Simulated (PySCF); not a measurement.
**CdH: frontier orbitals**

PBE0 at R = 1.770 Å; PySCF, spin-free X2C with a Gaussian nucleus, basis sets Cd x2c-TZVPPall, H x2c-TZVPPall. State: ²Σ⁺ (doublet), unpaired electrons σ ↑. Only the outer orbitals are listed, counted within each symmetry.

```
spin  orbital  occ.  ε (eV)  on Cd (%)            main shells (%)
   α       9σ     1  -15.01         95                    95 Cd d
   α       2δ     1  -14.70        100                   100 Cd d
   α       2δ     1  -14.70        100                   100 Cd d
   α       5π     1  -14.64        100                   100 Cd d
   α       5π     1  -14.64        100                   100 Cd d
   α      10σ     1   -9.12         51            49 H s, 44 Cd s
   α      11σ     1   -5.34         78   46 Cd s, 32 Cd p, 22 H s
   α       6π     0   -0.92         99                    99 Cd p
   α       6π     0   -0.92         99                    99 Cd p
   α      12σ     0    1.80         98  73 Cd p, 14 Cd d, 12 Cd s
   β       9σ     1  -14.74         96                    96 Cd d
   β       2δ     1  -14.64        100                   100 Cd d
   β       2δ     1  -14.64        100                   100 Cd d
   β       5π     1  -14.52        100                   100 Cd d
   β       5π     1  -14.52        100                   100 Cd d
   β      10σ     1   -8.20         62            54 Cd s, 37 H s
   β      11σ     0   -2.41         77   40 Cd s, 34 Cd p, 23 H s
   β       6π     0   -0.49        100                    99 Cd p
   β       6π     0   -0.49        100                    99 Cd p
```

Task: Which are the highest filled and the lowest empty level, where do they sit, and how wide is the gap?

Result: Highest filled α 11σ at -5.34 eV (in %: 46 Cd s, 32 Cd p, 22 H s); lowest empty β 11σ at -2.41 eV (in %: 40 Cd s, 34 Cd p, 23 H s); the gap at PBE0 is 2.93 eV.

| Property | Result |
| --- | --- |
| bond order (Mayer) | 0.84 |
| ⟨S²⟩ | 0.759 |
| charge on Cd (Mulliken, basis-dependent) | 0.18 |
| charge on Cd (Löwdin, basis-dependent) | 0.18 |
| dipole moment (positive dipole means Cd(−)H(+)) | -0.67 D |
| polarisability along the bond | 52.1 bohr³ |
| polarisability across the bond | 45.0 bohr³ |

Spin–orbit coupling is left out. The state was picked by a PBE0 search and need not be the measured ground state.
